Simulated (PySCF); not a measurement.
Compound: C8H9F3O.
Atom-mapped SMILES: `[O:1]=[C:2]([C@@H:3]1[CH2:4][C@@H:5]2[CH2:6][C@@H:7]2[CH2:8]1)[C:9]([F:10])([F:11])[F:12]`

NICS = −σ at a ghost point: NICS(0) at the centroid of the ring atoms, NICS(1) 1 Å to either side along the normal of their mean plane, zz for the tensor component along that normal. Level: GIAO PBE0/pcSseg-1 (PySCF, non-relativistic, gas phase) on the GFN2-xTB geometry, one conformer.

Ring bond lengths (Å), with Mayer bond orders in brackets: C3–C4 1.555 (0.96), C4–C5 1.516 (1.02), C5–C7 1.502 (0.94), C7–C8 1.516 (1.02), C8–C3 1.538 (0.99); C5–C6 1.499 (0.94), C6–C7 1.498 (0.94), C7–C5 1.502 (0.94).

Q: Give the NICS values of each ring in ppm.

A: 
| ring | type | NICS(0) | NICS(1), two faces | NICS(1)zz, two faces | rms pucker (Å) | centre to ring atoms, mean (Å) |
| --- | --- | --- | --- | --- | --- | --- |
| C3–C4–C5–C7–C8 | 5-membered carbocycle; formal bonds all single | -7.6 | -5.7 / -2.3 | -1.7 / -1.0 | 0.10 | 1.29 |
| C5–C6–C7 | 3-membered carbocycle; formal bonds all single | -45.9 | -9.0 / -9.2 | -19.6 / -26.2 | 0.00 | 0.87 |

Q: What can be read from them?

A: 
- C3–C4–C5–C7–C8: mean NICS(1)zz -1.4 ppm, near zero. C3, C4, C5, C7, C8 have four or more neighbours, so the value isn't read as a sign of a π ring current.
- C5–C6–C7: mean NICS(1)zz -22.9 ppm, shielded. C5, C6, C7 have four or more neighbours, and the NICS criterion for π rings isn't applied. The two faces differ by 6.6 ppm, so no symmetry operation interchanges them. NICS(0) lies 37 ppm below the mean NICS(1).

Q: What field does 7.05 T along the ring normal induce along that normal at the first NICS(1) probe listed for ring C5–C6–C7, 1 Å off the ring?

A: NICSzz × B0 = -19.6 ppm × 7.05 T = -138 μT, against the applied field.

Q: What are the shieldings of the ring atoms and their hydrogens in the same run (means over atoms taken as equivalent)?

A: 
```
       atoms                    environment  σ isotropic (ppm)  principal values of the symmetric part, first atom (ppm)
          C3  sp3 carbon next to a carbonyl              128.0                                        73.7, 137.1, 173.2
     C4 (×2)                ring CH2 carbon              151.8                                       120.6, 149.5, 177.5
     C5 (×2)  sp3 carbon at a ring junction              164.3                                       116.5, 160.9, 215.9
          C6     three-membered-ring carbon              162.4                                       137.1, 154.2, 196.0
     H on C3               methine hydrogen              27.74                                          22.2, 28.2, 32.9
H on C4 (×2)             methylene hydrogen              29.81                                          23.9, 30.6, 35.9
H on C4 (×2)             methylene hydrogen              29.34                                          23.5, 28.5, 34.9
H on C5 (×2)               methine hydrogen              30.26                                          23.0, 27.1, 40.7
     H on C6             methylene hydrogen              31.86                                          25.7, 31.7, 38.1
     H on C6             methylene hydrogen              30.70                                          24.9, 25.9, 41.3
```
